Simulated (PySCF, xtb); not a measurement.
Se(H)(NH2) (H3NSe), SMILES N[SeH].

xtb with GFN2-xTB at its own geometry gives an orbital gap of 4.10 eV and a dipole moment of 2.55 D.

The structure is a stationary point at PBE0-D3(BJ)/def2-TZVP.

What does r2SCAN/def2-TZVPD (PySCF) give? (An estimate is asked for; the answer gives what the named calculation found.)

gap 4.67 eV (levels -5.85 and -1.18 eV), dipole 1.88 D.
